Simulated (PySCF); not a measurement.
Mo(S)2(OH)(SH) (H2MoOS3), SMILES [OH][Mo](=[S])(=[S])[SH], multiplicity 1. Atoms are numbered in the order given.

```xyz
7

Mo     0.0609     0.0795    -0.1964
S      0.3217     1.8535     0.9297
S      1.5670    -1.3361     0.2439
O     -0.0003     0.5047    -2.0163
H      0.2939    -0.1106    -2.7052
S     -1.9012    -0.9810     0.4854
H     -2.6483     0.1509     0.5393
```
Charge 0, spin multiplicity 1.

Geometry: B3LYP-D3(BJ)/def2-SVP. The spin state was assumed, not searched. The structure was generated by enumeration; whether it is a known compound was not checked. The def2 effective core potentials stand for the cores of Mo; spin–orbit coupling is left out. The values are those of a single conformer.

The numbers are results of PySCF with B3LYP-D3(BJ)/def2-SVP, not measurements.

Frequencies are harmonic and unscaled.

```csv
mode,ν (cm⁻¹),IR (km/mol),moving atoms (share of kinetic energy)
1,135,1.7,"S 84 %, Mo 11 %"
2,144,1.9,"S 69 %, Mo 16 %, O 10 %"
3,178,2.9,"S 79 %, Mo 17 %"
4,180,2.6,"O 49 %, S 28 %, H 12 %, Mo 11 %"
5,209,4.8,"O 56 %, S 25 %, H 10 %, Mo 9 %"
6,296,25.3,H 90 %
7,332,110.2,"H 85 %, O 12 %"
8,393,28.9,"S 71 %, Mo 25 %"
9,554,38.2,"S 75 %, Mo 19 %"
10,565,63.8,"S 56 %, Mo 22 %, H 20 %"
11,614,165.5,"H 75 %, O 18 %"
12,646,31.0,"H 74 %, S 13 %, Mo 10 %"
13,728,72.1,"O 70 %, Mo 17 %, H 13 %"
14,2645,3.1,H 97 %
15,3813,256.7,H 94 %
```
